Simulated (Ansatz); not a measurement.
System: sum formula SiN2H5, net charge 0, doublet state. It need not be the lowest isomer of its formula. 
Coordinates optimised at B3LYP-D3(BJ)/def2-TZVP (Ansatz, a quantum-chemistry and plane-wave program):
SMILES: N[SiH]N
```xyz
8

Si     0.0484    -0.5613    -0.0705
N      1.1643     0.6679    -0.5442
N     -1.2133     0.2419     0.7737
H     -0.3212    -1.2141    -1.3713
H      1.5779     1.2780     0.1444
H      1.7875     0.5122    -1.3217
H     -1.8014    -0.2263     1.4412
H     -1.5769     1.1391     0.4886
```
Charge 0, spin multiplicity 2.

Basis-set convergence of Hartree-Fock and MP2 correlation energies (hartree) with Ansatz. Cores are frozen in the correlated levels unless marked. UHF or UKS for open shells. No spin-orbit coupling. Non-relativistic.

```tsv
basis	functions	E(HF)	E(corr, MP2)
cc-pV(D+d)Z	76	-400.76302	-0.42789
cc-pV(T+d)Z	169	-400.82415	-0.53672
cc-pV(Q+d)Z	324	-400.83777	-0.57578
cc-pV(5+d)Z	557	-400.84102	-0.59129
```

Extrapolating the two largest sets (X = 4 and 5) as X^-3: E(corr) = (125·(-0.59129) - 64·(-0.57578))/61 = -0.6076 Eh, an estimate of the basis-set limit. The largest set recovers 97.3 % of it, the smallest 70.4 %.
